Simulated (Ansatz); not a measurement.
A search over several starts for the lowest SCF solution of the cluster Ag5Te2⁺ at the given spin, in a small basis.

```yaml
crystal:
  periodic: [false, false, false]
  atoms:
    - {symbol: Ag, position_ang: [-0.466824, 0.432918, -1.941436]}
    - {symbol: Ag, position_ang: [-0.358337, 0.387142, 0.849524]}
    - {symbol: Ag, position_ang: [-2.552771, -1.227777, 1.554093]}
    - {symbol: Ag, position_ang: [1.390800, -1.444385, -0.334090]}
    - {symbol: Ag, position_ang: [1.368314, 2.531987, 1.406925]}
    - {symbol: Te, position_ang: [-1.378720, -1.955217, -0.702604]}
    - {symbol: Te, position_ang: [1.997540, 1.275321, -0.832413]}
basis:
  gaussian: {orbitals: def2-SVP, initial_orbitals: start.molden}
total_charge: 1
hamiltonian: {xc: pbe0, dispersion: d4}
output: {orbitals: {seedname: orbitals}}
```

The file start.molden holds the orbitals of an earlier run on this structure, at another level or in another basis.

```sh
$ ansatz run in.yaml --threads 4 --pin off --events-out ev --progress --plain --max-ram 4787MiB
```

Shortened log:

```
Functional definition: PBE0
2306 factors; integrals over basis functions are off by at most 2.4e-4 eV
mean field evaluation 1: about -34563.9246 eV, gradient 1.5e2 eV
mean field evaluation 2: about -34575.9189 eV, gradient 1.6e1 eV
mean field evaluation 4: about -34580.7478 eV, gradient 8.0e-1 eV
mean field evaluation 8: about -34581.1327 eV, gradient 1.2e-4 eV
mean field evaluation 16: about -34580.7489 eV, gradient 2.3e0 eV
mean field evaluation 32: about -34581.1327 eV, gradient 8.5e-6 eV
mean field -34581.13268719 eV, -1270.8331863207 hartree, gradient 2.1e-5 eV, S^2 0.000000; 1 other end points of the search recorded, 0 dependent functions left out
reference -34581.13274003 eV, -1270.8331882623 hartree; 71, 71 occupied and 136, 136 virtual orbitals, 2306 factors
Total energy: -34581.76685765 eV, -1270.8564916550 hartree
```

Hardware: 4 threads of Arm Neoverse V1 on a shared host. Wall time 18 s, peak host memory 0.93 GiB.

In the def2 sets Ag, Te take a core potential; there is no spin–orbit coupling. No other spin state of charge 1 was run. Another isomer (singlet) lies 0.04 eV lower at PBE0-D4/def2-TZVP; other spin states weren't run for this one.
